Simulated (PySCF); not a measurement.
C2H7Sb. Atoms are numbered in the order given.

```xyz
10

Sb    -0.0372     0.3970     0.0000
H      1.6714     0.6071     0.0000
C      0.0127    -1.0758    -1.5984
H      0.7675    -1.8468    -1.3928
H     -0.9775    -1.5462    -1.6804
H      0.2459    -0.5801    -2.5513
C      0.0127    -1.0758     1.5984
H      0.7675    -1.8468     1.3928
H      0.2459    -0.5801     2.5513
H     -0.9775    -1.5462     1.6804
```
Charge 0, spin multiplicity 1.

Geometry: PBE0-D3(BJ)/def2-SVP. The def2 effective core potentials stand for the cores of Sb; spin–orbit coupling is left out.

All values below come from HF/def2-TZVPD in PySCF.

Mulliken values depend strongly on the basis, most of all with diffuse functions as here. ESP charges are fitted to the potential on shells at 1.4 to 2.0 van der Waals radii. Atomic charges (e):

| atom | Mulliken | ESP fit |
|---|---|---|
| Sb1 | 0.40 | -0.04 |
| H2 | -0.02 | -0.02 |
| C3 | -0.69 | -0.15 |
| H4 | 0.16 | 0.05 |
| H5 | 0.18 | 0.07 |
| H6 | 0.16 | 0.06 |
| C7 | -0.69 | -0.15 |
| H8 | 0.16 | 0.05 |
| H9 | 0.16 | 0.06 |
| H10 | 0.18 | 0.07 |
